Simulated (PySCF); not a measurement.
Se(NH2)(OSiH3) (H5NOSeSi), SMILES N[Se]O[SiH3].

Geometry: B3LYP-D3(BJ)/def2-SVP. This is a generated structure with no PubChem entry under its InChIKey; it may be hypothetical. Other conformers were not sampled.

Calculation: B3LYP-D3(BJ)/def2-SVP in PySCF 2.14.0.

Frequencies are harmonic and unscaled.

| mode | ν (cm⁻¹) | IR (km/mol) | Raman (Å⁴/amu) | depolarisation | moving atoms (share of kinetic energy) |
|---|---|---|---|---|---|
| 1 | 69 | 0.9 | 0.7 | 0.56 | H 32 %, N 31 %, O 18 %, Si 13 % |
| 2 | 108 | 0.4 | 0.4 | 0.63 | H 81 %, N 11 % |
| 3 | 149 | 0.3 | 0.3 | 0.11 | Si 38 %, O 27 %, Se 18 %, H 16 % |
| 4 | 256 | 22.3 | 5.4 | 0.66 | O 40 %, N 24 %, H 21 %, Se 15 % |
| 5 | 485 | 58.7 | 13.3 | 0.43 | H 63 %, O 16 %, Se 11 % |
| 6 | 509 | 172.8 | 7.7 | 0.42 | H 49 %, O 24 %, N 14 %, Se 11 % |
| 7 | 528 | 141.9 | 11.0 | 0.18 | H 46 %, N 32 %, O 15 % |
| 8 | 718 | 35.8 | 13.2 | 0.74 | H 80 %, Si 9 % |
| 9 | 736 | 70.7 | 9.8 | 0.20 | H 73 %, O 15 %, Si 10 % |
| 10 | 769 | 26.6 | 10.7 | 0.42 | N 47 %, H 37 %, Se 13 % |
| 11 | 884 | 282.4 | 2.2 | 0.73 | O 70 %, Si 26 % |
| 12 | 945 | 79.2 | 24.7 | 0.75 | H 96 % |
| 13 | 958 | 112.9 | 18.9 | 0.73 | H 95 % |
| 14 | 994 | 128.3 | 12.9 | 0.75 | H 92 % |
| 15 | 1000 | 112.7 | 7.5 | 0.75 | H 91 % |
| 16 | 1563 | 11.1 | 8.6 | 0.55 | H 92 %, N 8 % |
| 17 | 2194 | 125.7 | 80.1 | 0.27 | H 97 % |
| 18 | 2218 | 118.3 | 137.3 | 0.20 | H 97 % |
| 19 | 2243 | 132.6 | 200.0 | 0.25 | H 97 % |
| 20 | 3513 | 11.7 | 132.5 | 0.13 | H 96 % |
| 21 | 3624 | 32.1 | 69.7 | 0.74 | H 91 %, N 9 % |
